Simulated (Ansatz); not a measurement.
# Redistribution: Si(CH3)(OH)3 + C2H8O2Si2 → Si(CH3)(OH)2(SiH3) + C2H6O3Si

Gas-phase species: Si(CH3)(OH)3, singlet; C2H8O2Si2 `C=C[Si](O)(O)[SiH3]`, singlet; Si(CH3)(OH)2(SiH3), singlet; C2H6O3Si `C=C[Si](O)(O)O`, singlet. The partners trade OH for SiH3; both sit on Si, so the bond types are kept.

Shapes, held fixed at every level: PBE0-D4/def2-TZVP. Flexible molecules stand in one conformer, not always the lowest. Programs: Ansatz 0.2.0. Electronic energies: no zero-point or thermal term.

**Question.** Estimate ΔE of this reaction.

**Answer.** The highest level, CCSD(T)/CBS estimate, gives ΔE = +8.9 kJ/mol; the levels span +6.9 to +10.1. The column of differences is taken from that level and isn't an error. No measured value is set beside it here. The CBS estimate extrapolates MP2 from def2-TZVPP and def2-QZVPP and adds CCSD(T) − MP2 in the triple-zeta set, cores frozen.

```csv
level,kind,ΔE (kJ/mol),less CCSD(T)/CBS estimate
HF/def2-TZVPP,Hartree–Fock,+6.9,-2.0
PBE-D4/def2-TZVPP,GGA,+10.1,+1.2
PBE0-D4/def2-TZVPP,global hybrid,+9.4,+0.5
wB97M-V/def2-TZVPP,range-separated hybrid,+9.3,+0.4
wB97X-V/def2-TZVPP,range-separated hybrid,+9.1,+0.2
CCSD(T)/def2-TZVPP,coupled cluster or CI,+9.1,+0.2
CCSD/def2-TZVPP,coupled cluster or CI,+8.6,-0.3
CCSD(T)/CBS estimate,coupled cluster or CI,+8.9,0.0
```
